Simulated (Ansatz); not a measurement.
Relaxation of CH$_{8}$AlFO$_{2}$ (13 atoms, charge 0, multiplicity 1), to a largest force component of 0.03 eV/Å in at most 50 steps.

Computed with Ansatz, RKS BLYP/def2-SVP.

```xyz
13
Properties=species:S:1:pos:R:3
Al -0.931 0.307 -0.280
H 1.652 -0.741 -0.688
C -1.273 -1.558 -0.737
O -0.873 1.548 -1.467
H 1.124 0.755 2.164
F -0.906 0.819 1.388
H 1.819 -0.374 -0.107
O 2.035 0.808 1.820
H -2.323 -1.701 -1.059
H -1.089 -2.219 0.133
H -0.612 -1.889 -1.561
H -0.755 2.483 -1.234
H 2.131 1.762 1.629
```

Task: Where does it end, and by what steps?

Result: The forces met the threshold. The force dipped under the threshold on the way, but the program's further checks kept it going. After 13 steps the energy has fallen by 0.191 eV; H11 moved furthest, 0.47 Å.

| step | energy less start (eV) | largest force component (eV/Å) | accepted |
| --- | --- | --- | --- |
| 0 | 0.0000 | 2.113 | yes |
| 1 | -0.1185 | 0.499 | yes |
| 2 | -0.1137 | 0.955 | no |
| 3 | -0.1446 | 0.335 | yes |
| 4 | -0.1579 | 0.149 | yes |
| 5 | -0.1754 | 0.203 | yes |
| 6 | -0.1747 | 0.250 | no |
| 7 | -0.1848 | 0.091 | yes |
| 8 | -0.1860 | 0.065 | yes |
| 9 | -0.1880 | 0.037 | yes |
| 10 | -0.1889 | 0.018 | yes |
| 11 | -0.1901 | 0.074 | yes |
| 12 | -0.1907 | 0.036 | yes |
| 13 | -0.1909 | 0.027 | yes |

```xyz
13
Properties=species:S:1:pos:R:3
Al -0.662 0.141 -0.257
H 1.367 -0.696 -0.399
C -1.301 -1.609 -0.822
O -0.574 1.445 -1.375
H 1.034 0.924 1.980
F -0.678 0.572 1.403
H 1.608 -0.208 0.166
O 1.991 1.000 1.751
H -2.411 -1.630 -0.811
H -0.947 -2.424 -0.159
H -0.978 -1.837 -1.858
H -0.536 2.381 -1.122
H 2.087 1.941 1.503
```

The run took 25 s on 2 threads of Intel(R) Xeon(R) Platinum 8488C (Sapphire Rapids), with other jobs on the host, peak memory 0.17 GiB.
